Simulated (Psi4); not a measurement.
CsF (SMILES [F][Cs]), singlet, at a GFN2-xTB geometry (such geometries of metal compounds can be far from the true shape) (core potentials on Cs); BLYP/def2-SVP (Psi4).

The Psi4 input:
```
memory 2 GB

molecule {
0 1
Cs   -0.00000000   -0.00000000   -0.32413647
F     0.00000000    0.00000000    1.98083399
}

set {
  basis def2-svp
}

energy('blyp')
print_variables()
```

It wrote (shortened):

```
   => Loading Basis Set <=

    Name: DEF2-SVP
    Role: ORBITAL
    Keyword: BASIS

    !!!  WARNING: ECP capability is in beta. Please check occupations closely.  !!!

         ---------------------------------------------------------
                                   SCF
               by Justin Turney, Rob Parrish, Andy Simmonett
                          and Daniel G. A. Smith
                              RKS Reference
         ---------------------------------------------------------

  ==> Geometry <==

    Molecular point group: c2v
    Full point group: C_inf_v

    Geometry (in Angstrom), charge = 0, multiplicity = 1:

       Center              X                  Y                   Z               Mass
    ------------   -----------------  -----------------  -----------------  -----------------
         CS           0.000000000000     0.000000000000    -0.288279438607   132.905451961000
         F            0.000000000000     0.000000000000     2.016691021393    18.998403162730

  Running in c2v symmetry.

  Rotational constants: A = ************  B =      0.19089  C =      0.19089 [cm^-1]
  Rotational constants: A = ************  B =   5722.62610  C =   5722.62610 [MHz]
  Nuclear repulsion =   18.596053532187131

  Charge       = 0
  Multiplicity = 1
  Electrons    = 18
  Nalpha       = 9
  Nbeta        = 9

  ==> Algorithm <==

  SCF Algorithm Type is DF.
  DIIS enabled.
  MOM disabled.
  Fractional occupation disabled.
  Guess Type is SAD.
  Energy threshold   = 1.00e-06
  Density threshold  = 1.00e-06
  Integral threshold = 1.00e-12

  ==> Primary Basis <==

  Basis Set: DEF2-SVP
    Blend: DEF2-SVP
    Number of shells: 16
    Number of basis functions: 38
    Number of Cartesian functions: 41
    Spherical Harmonics?: true
    Max angular momentum: 2

  Core potential: DEF2-SVP
    Number of shells: 4
    Number of ECP primitives: 10
    Number of ECP core electrons: 46
    Max angular momentum: 3

  ==> DFT Potential <==

   => LibXC <=

    Version 7.1.2
    S. Lehtola, C. Steigemann, M. J. T. Oliveira, and M. A. L. Marques,  SoftwareX 7, 1–5 (2018) (10.1016/j.softx.2017.11.002)

   => Composite Functional: BLYP <=

    BLYP GGA Exchange-Correlation Functional

    P.J. Stephens et. al., J. Phys. Chem., 98, 11623-11627, 1994
    B. Miehlich et. al., Chem. Phys. Lett., 157(3), 200-206 1989

    Deriv               =              1
    GGA                 =           TRUE
    Meta                =          FALSE

    Exchange Hybrid     =          FALSE
    MP2 Hybrid          =          FALSE

   => Exchange Functionals <=

    1.0000     XC_GGA_X_B88

   => Correlation Functionals <=

    1.0000     XC_GGA_C_LYP

   => LibXC Density Thresholds  <==

    XC_GGA_C_LYP:  1.00E-14
    XC_GGA_X_B88:  1.00E-15

   => Molecular Quadrature <=

    Radial Scheme          =       TREUTLER
    Pruning Scheme         =           NONE
    Nuclear Scheme         =       TREUTLER

    Blocking Scheme        =         OCTREE
    BS radius alpha        =              1
    Pruning alpha          =              1
    Radial Points          =             75
    Spherical Points       =            302
    Total Points           =          43370
    Total Blocks           =            426
    Max Points             =            255
    Max Functions          =             38
    Weights Tolerance      =       1.00E-15

   => Loading Basis Set <=

    Name: (DEF2-SVP AUX)
    Role: JKFIT
    Keyword: DF_BASIS_SCF

  ==> Integral Setup <==

  SCF_SUBTYPE=INCORE selected. In-core MEM_DF algorithm will be used.
  Using in-core AOs.

  ==> MemDFJK: Density-Fitted J/K Matrices <==

    J tasked:                   Yes
    K tasked:                    No
    wK tasked:                   No
    Algorithm:                 Core
    Schwarz Cutoff:           1E-12
    Mask sparsity (%):       0.1385
    Fitting Condition:        1E-10

   => Auxiliary Basis Set <=

  Basis Set: (DEF2-SVP AUX)
    Blend: DEF2-UNIVERSAL-JKFIT
    Number of shells: 59
    Number of basis functions: 207
    Number of Cartesian functions: 264
    Spherical Harmonics?: true
    Max angular momentum: 5

  Minimum eigenvalue in the overlap matrix is 2.9126088427E-02.
  Reciprocal condition number of the overlap matrix is 9.5608834130E-03.
    Using symmetric orthogonalization.

  ==> Pre-Iterations <==

  SCF Guess: Superposition of Atomic Densities via on-the-fly atomic UHF (no occupation information).

   -------------------------
    Irrep   Nso     Nmo
   -------------------------
     A1        19      19
     A2         3       3
     B1         8       8
     B2         8       8
   -------------------------
    Total      38      38
   -------------------------

  ==> Iterations <==

                           Total Energy        Delta E     RMS |[F,P]|

   @DF-RKS iter SAD:  -119.28803983120416   -1.19288e+02   0.00000e+00
   @DF-RKS iter   1:  -119.73123639131225   -4.43197e-01   2.98651e-02 DIIS/ADIIS
   @DF-RKS iter   2:  -107.61586630016157    1.21154e+01   9.72764e-02 DIIS/ADIIS
   @DF-RKS iter   3:  -119.25634118258461   -1.16405e+01   6.04864e-02 DIIS/ADIIS
   @DF-RKS iter   4:  -119.91139015666695   -6.55049e-01   2.20654e-03 DIIS/ADIIS
   @DF-RKS iter   5:  -119.91147001521952   -7.98586e-05   3.42453e-03 DIIS/ADIIS
   @DF-RKS iter   6:  -119.91410047371672   -2.63046e-03   2.68656e-04 DIIS/ADIIS
   @DF-RKS iter   7:  -119.91412077174230   -2.02980e-05   4.07749e-05 DIIS
   @DF-RKS iter   8:  -119.91412105877576   -2.87033e-07   1.51871e-05 DIIS
   @DF-RKS iter   9:  -119.91412110703162   -4.82559e-08   4.51903e-07 DIIS
  Energy and wave function converged.

  ==> Post-Iterations <==

   Electrons on quadrature grid:
      Ntotal   =   18.0001522054 ; deviation = 1.522e-04

    Orbital Energies [Eh]
    ---------------------

    Doubly Occupied:

       1A1   -24.091455     2A1    -0.955540     3A1    -0.820351
       1B2    -0.462670     1B1    -0.462670     4A1    -0.444217
       2B2    -0.167294     2B1    -0.167294     5A1    -0.156804

    Virtual:

       6A1    -0.049272     3B2    -0.005512     3B1    -0.005512
       7A1     0.003247     8A1     0.023077     1A2     0.025791
       9A1     0.025793     4B1     0.051222     4B2     0.051222
      10A1     0.071560     2A2     0.151254    11A1     0.151255
       5B2     0.161838     5B1     0.161838    12A1     0.187545
       6B1     0.263290     6B2     0.263290    13A1     0.331112
      14A1     0.513196     7B2     1.271150     7B1     1.271150
      15A1     1.292415    16A1     1.561726    17A1     3.166190
       3A2     3.167222     8B2     3.170691     8B1     3.170691
      18A1     3.174693    19A1    19.463526

    Final Occupation by Irrep:
             A1    A2    B1    B2
    DOCC [     5,    0,    2,    2 ]
    NA   [     5,    0,    2,    2 ]
    NB   [     5,    0,    2,    2 ]

  @DF-RKS Final Energy:  -119.91412110703162

   => Energetics <=

    Nuclear Repulsion Energy =             18.5960535321871312
    One-Electron Energy =                -211.7556347585507979
    Two-Electron Energy =                  86.9584637036814172
    DFT Exchange-Correlation Energy =     -13.7130035843493747
    Empirical Dispersion Energy =           0.0000000000000000
    VV10 Nonlocal Energy =                  0.0000000000000000
    Total Energy =                       -119.9141211070316189

Computation Completed

Properties will be evaluated at   0.000000,   0.000000,   0.000000 [a0]

Properties computed using the SCF density matrix

 Multipole Moments:

 ------------------------------------------------------------------------------------
     Multipole            Electronic (a.u.)      Nuclear  (a.u.)        Total (a.u.)
 ------------------------------------------------------------------------------------

 L = 1.  Multiply by 2.5417464519 to convert [e a0] to [Debye]
 Dipole X            :          0.0000000            0.0000000            0.0000000
 Dipole Y            :          0.0000000            0.0000000            0.0000000
 Dipole Z            :        -32.0171421           29.3960207           -2.6211214
 Magnitude           :                                                    2.6211214

 ------------------------------------------------------------------------------------

  Variable Map:
  ----------------------------------------------------------------------------
  "CURRENT ENERGY"              =>    -119.914121107032
  "CURRENT REFERENCE ENERGY"    =>    -119.914121107032
  "DD SOLVATION ENERGY"         =>       0.000000000000
  "DFT FUNCTIONAL TOTAL ENERGY" =>    -119.914121107032
  "DFT TOTAL ENERGY"            =>    -119.914121107032
  "DFT VV10 ENERGY"             =>       0.000000000000
  "DFT XC ENERGY"               =>     -13.713003584349
  "GRID ELECTRONS ALPHA"        =>       9.000076102724
  "GRID ELECTRONS BETA"         =>       9.000076102724
  "GRID ELECTRONS TOTAL"        =>      18.000152205448
  "NUCLEAR REPULSION ENERGY"    =>      18.596053532187
  "ONE-ELECTRON ENERGY"         =>    -211.755634758551
  "PCM POLARIZATION ENERGY"     =>       0.000000000000
  "PE ENERGY"                   =>       0.000000000000
  "SCF ITERATION ENERGY"        =>    -119.914121107032
  "SCF ITERATIONS"              =>       9.000000000000
  "SCF TOTAL ENERGY"            =>    -119.914121107032
  "TWO-ELECTRON ENERGY"         =>      86.958463703681
  "XC GRID RADIAL POINTS"       =>      75.000000000000
  "XC GRID SPHERICAL POINTS"    =>     302.000000000000
  "XC GRID TOTAL POINTS"        =>   43370.000000000000

  Array Variable Map:
  ----------------------------------------------------------------------------
  "CURRENT DIPOLE"              =>       0.000000000000 ... -2.621121412247 1 by 3
  "SCF DIPOLE"                  =>       0.000000000000 ... -2.621121412247 1 by 3
  "SCF TOTAL ENERGIES"          =>    -119.288039831204 ... -119.914121107032 1 by 10
```
